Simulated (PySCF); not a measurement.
C6H11ClOSi.
SMILES with atom numbers: `[CH2:1]=[CH:2][CH2:3][C@@H:4]1[SiH2:5][O:6][CH2:7][C@@H:8]1[Cl:9]`

Cartesian coordinates in Å at the PBE0-D3(BJ)/def2-SVP level; atoms count from 1:
```xyz
20
C6H11ClOSi angstrom
C      3.3396   -0.0609   -0.4470
C      2.1565    0.5512   -0.3925
C      1.0735    0.2638    0.5983
C     -0.2002   -0.2500   -0.0650
Si    -1.0731    0.7621   -1.4211
O     -2.6029    0.1292   -1.1051
C     -2.6000   -0.7855   -0.0371
C     -1.3917   -0.5183    0.8572
Cl    -1.7260    0.9405    1.8732
H      3.6050   -0.8466    0.2683
H      4.0879    0.2023   -1.1989
H      1.9363    1.3363   -1.1303
H      0.8266    1.1872    1.1499
H      1.4325   -0.4633    1.3468
H      0.0237   -1.2180   -0.5556
H     -1.0364    2.2432   -1.2594
H     -0.6255    0.4126   -2.8004
H     -2.5246   -1.8246   -0.4159
H     -3.5389   -0.6996    0.5306
H     -1.2171   -1.3411    1.5669
```

Probes without a nucleus sit at each ring's centroid and 1 Å off its mean plane on both sides; NICS is minus the shielding there, NICSzz its component along the normal. Level: GIAO PBE/pcSseg-1 (PySCF, non-relativistic, gas phase) on the PBE0-D3(BJ)/def2-SVP geometry, one conformer.

Ring bond lengths (Å): C4–Si5 1.904, Si5–O6 1.685, O6–C7 1.406, C7–C8 1.527, C8–C4 1.530.

**Question.** What do the NICS probes read (ppm)?

**Answer.** 
| ring | type | NICS(0) | NICS(1), two faces | NICS(1)zz, two faces | rms pucker (Å) | centre to ring atoms, mean (Å) |
| --- | --- | --- | --- | --- | --- | --- |
| C4–Si5–O6–C7–C8 | 5-membered ring with O and Si; formal bonds all single | -5.7 | -4.3 / -3.1 | -6.2 / -4.1 | 0.18 | 1.35 |

**Question.** What do they say, and how far can they be read as aromaticity?

**Answer.** 
- C4–Si5–O6–C7–C8: mean NICS(1)zz -5.1 ppm, shielded. C4, Si5, C7, C8 have four or more neighbours, so the value isn't read as a sign of a π ring current.

**Question.** What are the shieldings of the ring atoms and their hydrogens in the same run (means over atoms taken as equivalent)?

**Answer.** 
```csv
atoms,environment,σ isotropic (ppm)
C4,sp3 carbon bound to silicon,139.7
Si5,oxygen-bound silicon,329.6
O6,silyl ether oxygen,301.0
C7,sp3 carbon bound to oxygen,99.4
C8,sp3 C–Cl carbon,103.9
H15,methine hydrogen,29.68
H16,Si–H hydrogen,25.80
H17,Si–H hydrogen,26.05
H18,methylene hydrogen,26.97
H19,methylene hydrogen,26.80
H20,methine hydrogen,26.91
```

**Question.** How do the values depend on the level or the medium?

**Answer.** 
```tsv
level	NICS(0), C4–Si5–O6–C7–C8	mean NICS(1)zz, C4–Si5–O6–C7–C8
PBE/pcSseg-1, gas	-5.7	-5.1
PBE0/pcSseg-1, gas	-5.8	-5.1
```

The geometry is the same throughout.
